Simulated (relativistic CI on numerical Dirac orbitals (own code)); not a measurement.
Electric-dipole transitions in Sc17+

Method of calculation: Dirac-Coulomb-Breit CI, separate exchange-only KLI orbitals for each configuration, model QED (radiative potential, 1s self-energy scaled to tabulated hydrogen-like ionisation energies), unscaled Slater integrals (own radial code, finite nucleus).

Configuration list (outside the closed core 1s2): 2s², 2s2p, 2p², 2p3s, 2p3p, 2s3s, 2s3p, 2s3d, 2s4s, 2s4p, 2s4d, 2s4f, 2s5s, 2s5p, 2s5d, 2s5f, 2s5g, 3s², 3s3p, 3p². Levels of other configurations are missing.

```tsv
λ vac (nm)	Lower	Upper	A (s⁻¹)	gf	Branching (%)
1.3850	2s2p ³P°2 [4]	2s4d ³D3 [43]	2.66e+12	5.36e-01	78.1
1.4301	2s2p ¹P°1 [5]	2s4d ¹D2 [45]	2.68e+12	4.10e-01	78.5
1.7339	2s2p ³P°2 [4]	2p3p ³P2 [32]	2.09e+12	4.70e-01	75.6
1.7434	2s2p ³P°2 [4]	2p3p ³D3 [29]	1.54e+12	4.90e-01	99.8
1.7526	2s² ¹S0 [1]	2s3p ¹P°1 [15]	2.46e+12	3.39e-01	94.7
1.7561	2s² ¹S0 [1]	2s3p ³P°1 [13]	2.18e+12	3.02e-01	95.1
1.7979	2s2p ¹P°1 [5]	2p3p ¹D2 [33]	3.52e+12	8.52e-01	93.8
1.8183	2s2p ³P°0 [2]	2s3d ³D1 [17]	5.07e+12	7.54e-01	55.8
1.8222	2s2p ³P°1 [3]	2s3d ³D2 [18]	6.75e+12	1.68e+00	75.2
1.8228	2s2p ³P°1 [3]	2s3d ³D1 [17]	3.76e+12	5.61e-01	41.3
1.8327	2s2p ³P°2 [4]	2s3d ³D3 [19]	8.84e+12	3.11e+00	100.0
1.8337	2s2p ³P°2 [4]	2s3d ³D2 [18]	2.22e+12	5.59e-01	24.7
1.8997	2s2p ¹P°1 [5]	2s3d ¹D2 [20]	6.32e+12	1.71e+00	99.7
3.8721	2s3d ³D3 [19]	2s5f ³F°4 [61]	5.12e+11	1.04e+00	64.9
5.3944	2s3p ¹P°1 [15]	2s4d ¹D2 [45]	3.83e+11	8.36e-01	11.2
5.4145	2s3p ³P°1 [13]	2s4d ³D2 [42]	3.31e+11	7.27e-01	9.7
5.4547	2s3p ³P°2 [16]	2s4d ³D3 [43]	7.44e+11	2.32e+00	21.8
5.6006	2s3d ³D1 [17]	2s4f ³F°2 [44]	1.25e+12	2.93e+00	82.8
5.6053	2s3d ³D2 [18]	2s4f ³F°3 [46]	1.31e+12	4.33e+00	87.2
5.6129	2s3d ³D3 [19]	2s4f ³F°4 [47]	1.49e+12	6.33e+00	99.1
5.7725	2s3d ¹D2 [20]	2s4f ¹F°3 [48]	1.42e+12	4.95e+00	97.5
11.904	2s4p ³P°2 [39]	2s5d ³D3 [57]	1.51e+11	2.24e+00	8.7
12.192	2s4d ³D1 [41]	2s5f ³F°2 [59]	2.28e+11	2.54e+00	28.8
12.199	2s4d ³D2 [42]	2s5f ³F°3 [60]	2.40e+11	3.76e+00	30.5
12.211	2s4d ³D3 [43]	2s5f ³F°4 [61]	2.71e+11	5.45e+00	34.4
12.443	2s4d ¹D2 [45]	2s5f ¹F°3 [66]	2.72e+11	4.42e+00	35.4
12.448	2s4f ³F°2 [44]	2s5g ³G3 [62]	4.12e+11	6.70e+00	91.8
12.452	2s4f ³F°3 [46]	2s5g ³G4 [63]	3.48e+11	7.29e+00	77.6
12.456	2s4f ³F°4 [47]	2s5g ³G5 [64]	4.48e+11	1.15e+01	99.9
12.502	2s4f ¹F°3 [48]	2s5g ¹G4 [65]	3.66e+11	7.73e+00	81.9
```

Terms are leading LS components. Brackets give the number of a level in order of energy, since labels repeat. The list gives strong lines, with weight on those to low levels, without lines whose two gauges differ by over a factor of 2.5, among the lowest 66 of 76 levels, so that lines to higher ones, which can be the strongest, are missing. Levels whose partners in the same complex of configurations lie outside the list can be far off, and so can their lines. Rates are taken at the computed energies, electric ones in the length gauge.

At this charge energies of transitions that change n are usually good to better than 1 %, and those within a shell (Δn = 0) to a few per cent.

Task: From the table, what is the radiative lifetime of 2s4d ³D3?

Result: The listed rates from this level add up to about 3.40e+12 s⁻¹, 100 % of its decay; with all channels τ = 2.93e-13 s.

LS names give the leading component of a level, which can be under half, so a name can repeat, a term be missing and a line seem to break the LS rules.
